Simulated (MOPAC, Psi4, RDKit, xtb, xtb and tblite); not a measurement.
Two geometries of SMILES C(/N)=C/C=C (C₄H₇N), relaxed at GFN2-xTB with one dihedral held; other torsions can differ between them too.

Structure A

```
12

C     -2.2701    -0.1480    -0.2265
C     -0.9496    -0.0736    -0.3748
C     -0.0313     0.0974     0.7232
C      1.3020     0.2129     0.6318
N      2.0724     0.2118    -0.5253
H     -2.7321    -0.0626     0.7430
H     -2.9316    -0.2944    -1.0628
H     -0.5298    -0.1612    -1.3701
H     -0.4799     0.1763     1.7031
H      1.8974     0.2967     1.5328
H      2.7542    -0.5345    -0.5622
H      1.5028     0.1876    -1.3635
```

Structure B

```
12

C     -2.2606    -0.1555    -0.2285
C     -0.9426    -0.0534    -0.3777
C     -0.0254     0.1073     0.7248
C      1.3046     0.2405     0.6316
N      2.0856     0.2296    -0.5323
H     -2.7216    -0.1024     0.7439
H     -2.9213    -0.2955    -1.0664
H     -0.5206    -0.1129    -1.3741
H     -0.4762     0.1718     1.7050
H      1.9030     0.2991     1.5333
H      2.5323    -0.6665    -0.6909
H      1.5116     0.4239    -1.3490
```

Which is lower in energy at the level DF-MP2 (frozen core)/cc-pVTZ // GFN2-xTB (Psi4 1.11), and by how much?

A is lower, by 2.23 kcal/mol (dihedral C3–C4–N5–H11: -120° in A, -100° in B).

E(B) − E(A) in kcal/mol at the other levels, on the same two geometries: GFN2-xTB (xtb and tblite) 2.63; MMFF94 // GFN2-xTB (RDKit) 2.04; PBE/def2-TZVP // GFN2-xTB (Psi4) 2.82; PBE-D3(BJ)/def2-TZVP // GFN2-xTB (Psi4) 2.80; HF/cc-pVTZ // GFN2-xTB (Psi4) 2.04; UFF // GFN2-xTB (RDKit) 2.18; PM3, restricted, heats of formation // GFN2-xTB (MOPAC) 1.23; PM7, restricted, heats of formation // GFN2-xTB (MOPAC) 1.93; GFN1-xTB // GFN2-xTB (xtb) 2.43.
